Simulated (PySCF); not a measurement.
Compound: C₉H₁₅Cl.
SMILES with atom numbers: `[CH3:1][C@@H:2]1[C@H:3]2[CH2:4][CH2:5][C@H:6]([CH2:7]2)[CH2:8][C@@H:9]1[Cl:10]` (hydrogens: H11, H12, H13 on C1; H14 on C2; H15 on C3; H16, H17 on C4; H18, H19 on C5; H20 on C6; H21, H22 on C7; H23, H24 on C8; H25 on C9)

Theory: PBE0-D3(BJ)/def2-SVP geometry optimisation, gas phase (PySCF 2.14.0).

Problem. What internal coordinates does the optimisation give?

Solution. 
```json
{"bond": "C1–C2", "length (Å)": "1.524"}
{"bond": "C2–C3", "length (Å)": "1.545"}
{"bond": "C3–C4", "length (Å)": "1.541"}
{"bond": "C4–C5", "length (Å)": "1.550"}
{"bond": "C5–C6", "length (Å)": "1.541"}
{"bond": "C6–C7", "length (Å)": "1.529"}
{"bond": "C6–C8", "length (Å)": "1.534"}
{"bond": "C8–C9", "length (Å)": "1.522"}
{"bond": "C9–Cl10", "length (Å)": "1.803"}
{"bond": "C2–C9", "length (Å)": "1.534"}
{"bond": "C3–C7", "length (Å)": "1.531"}
{"bond": "C1–H11, C1–H12, C1–H13", "length (Å)": "1.100"}
{"bond": "C2–H14", "length (Å)": "1.104"}
{"bond": "C3–H15", "length (Å)": "1.101"}
{"bond": "C4–H16", "length (Å)": "1.102"}
{"bond": "C4–H17", "length (Å)": "1.100"}
{"bond": "C5–H18", "length (Å)": "1.101"}
{"bond": "C5–H19", "length (Å)": "1.100"}
{"bond": "C6–H20", "length (Å)": "1.101"}
{"bond": "C7–H21", "length (Å)": "1.100"}
{"bond": "C7–H22", "length (Å)": "1.103"}
{"bond": "C8–H23", "length (Å)": "1.102"}
{"bond": "C8–H24", "length (Å)": "1.101"}
{"bond": "C9–H25", "length (Å)": "1.098"}
```

Bonds in one row agree within 0.01 Å and their mean is given. A selection of angles:
```json
{"angle": "C2–C1–H11", "degrees": "110.7"}
{"angle": "C2–C1–H12", "degrees": "112.5"}
{"angle": "C2–C1–H13", "degrees": "110.2"}
{"angle": "H11–C1–H12", "degrees": "107.2"}
{"angle": "C1–C2–C3", "degrees": "112.3"}
{"angle": "C1–C2–C9", "degrees": "114.1"}
{"angle": "C1–C2–H14", "degrees": "107.6"}
{"angle": "C3–C2–C9", "degrees": "108.2"}
{"angle": "C3–C2–H14", "degrees": "107.5"}
{"angle": "C9–C2–H14", "degrees": "106.9"}
{"angle": "C2–C3–C4", "degrees": "112.3"}
{"angle": "C2–C3–C7", "degrees": "110.6"}
{"angle": "C2–C3–H15", "degrees": "108.1"}
{"angle": "C4–C3–C7", "degrees": "101.6"}
{"angle": "C4–C3–H15", "degrees": "111.6"}
{"angle": "C7–C3–H15", "degrees": "112.6"}
{"angle": "C3–C4–C5", "degrees": "105.4"}
{"angle": "C3–C4–H16", "degrees": "112.0"}
{"angle": "C3–C4–H17", "degrees": "109.7"}
{"angle": "C5–C4–H16", "degrees": "113.0"}
{"angle": "C5–C4–H17", "degrees": "110.5"}
{"angle": "H16–C4–H17", "degrees": "106.4"}
{"angle": "C4–C5–C6", "degrees": "105.0"}
{"angle": "C4–C5–H18", "degrees": "112.9"}
{"angle": "C4–C5–H19", "degrees": "110.6"}
{"angle": "C6–C5–H18", "degrees": "112.1"}
{"angle": "C6–C5–H19", "degrees": "109.9"}
{"angle": "H18–C5–H19", "degrees": "106.5"}
{"angle": "C5–C6–C7", "degrees": "101.9"}
{"angle": "C5–C6–C8", "degrees": "112.0"}
{"angle": "C5–C6–H20", "degrees": "112.0"}
{"angle": "C7–C6–C8", "degrees": "108.9"}
{"angle": "C7–C6–H20", "degrees": "112.9"}
{"angle": "C8–C6–H20", "degrees": "109.1"}
{"angle": "C6–C7–H21", "degrees": "113.5"}
{"angle": "C6–C7–H22", "degrees": "110.6"}
{"angle": "C3–C7–C6", "degrees": "100.7"}
{"angle": "C3–C7–H21", "degrees": "114.2"}
{"angle": "C3–C7–H22", "degrees": "110.2"}
{"angle": "H21–C7–H22", "degrees": "107.5"}
{"angle": "C6–C8–C9", "degrees": "110.5"}
{"angle": "C6–C8–H23", "degrees": "109.8"}
{"angle": "C6–C8–H24", "degrees": "111.0"}
{"angle": "C9–C8–H23", "degrees": "109.7"}
```

Dihedral angles: C1–C2–C3–C4 -178° (antiperiplanar); C2–C3–C4–C5 89° (synclinal); C3–C4–C5–C6 0° (synperiplanar); C4–C5–C6–C7 30°; C5–C6–C7–C3 -48° (synclinal); C5–C6–C8–C9 50° (synclinal); C6–C8–C9–Cl10 176° (antiperiplanar); C1–C2–C9–C8 78° (synclinal); C2–C3–C7–C6 -72° (synclinal).

The C–C distances run from 1.522 Å (C8–C9, drawn single) to 1.550 Å (C4–C5, drawn single), a spread of 0.028 Å. The 6-membered ring C2–C3–C7–C6–C8–C9 has internal angles of 100.7° to 113.5° (sum 652°, against 720° for a flat polygon); it is puckered, 0.27 Å rms from its mean plane, widest ring torsion 72°. Of the pairs four or more bonds apart, C4···H25 is among the closest relative to their van der Waals radii: 2.62 Å, 90 % of the sum of Bondi's values. The 5-membered ring C3–C4–C5–C6–C7 has internal angles of 100.7° to 105.4°; it is puckered, 0.22 Å rms from its mean plane, widest ring torsion 48°.

Point group: C1 (no symmetry element, even within 0.4 Å). No PBE0-D3(BJ)/def2-SVP frequencies stand behind this structure, so it isn't proved a minimum.

Rough CPU time on one thread of a shared machine: about 4 min. This is the geometry optimisation.
